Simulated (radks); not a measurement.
The numbers below are computed, except where a source is named.
Ionisation of Ni+, [Ar] 3d9, to Ni2+, [Ar] 3d8, under several functionals. Non-relativistic Kohn-Sham, spin-polarised, spherical densities, point nucleus; open shells are filled with parallel spins first; a radial shooting solver on a logarithmic mesh with Libxc functionals.

functional	E(Ni+) (hartree)	Exc (hartree)	IE (eV)	-e(HOMO) (eV)	<r> HOMO (bohr)	IE error (eV)
MS2 meta-GGA	-1507.83334	-62.83193	19.401	12.342	1.082	+1.232
AM05	-1505.52131	-60.47302	19.679	12.538	1.076	+1.510
HCTH/407	-1508.77482	-63.89544	19.952	12.754	1.068	+1.783
BP86	-1508.25635	-63.25379	19.817	12.695	1.076	+1.649
Wu-Cohen GGA	-1507.36006	-62.34698	19.701	12.557	1.075	+1.532
exchange-only r2SCAN	-1506.69988	-61.70500	18.201	11.225	1.085	+0.032
PBEsol	-1506.51031	-61.47622	19.675	12.543	1.076	+1.506
SCAN	-1508.12609	-63.16462	19.446	12.373	1.077	+1.277
XLYP	-1508.37441	-63.35896	19.799	12.674	1.084	+1.630
LDA (Slater exchange, Perdew-Wang correlation)	-1505.35860	-60.29856	20.078	12.921	1.077	+1.909
SOGGA	-1506.31202	-61.27640	19.538	12.408	1.077	+1.369

NIST Atomic Spectra Database: 18.169 eV (measured). Closest: exchange-only r2SCAN. The Delta-SCF values span 1.88 eV, the total energies 3.42 hartree. The highest occupied level is 3d. Open shells are spherical and high-spin; term and fine-structure splittings are not resolved.
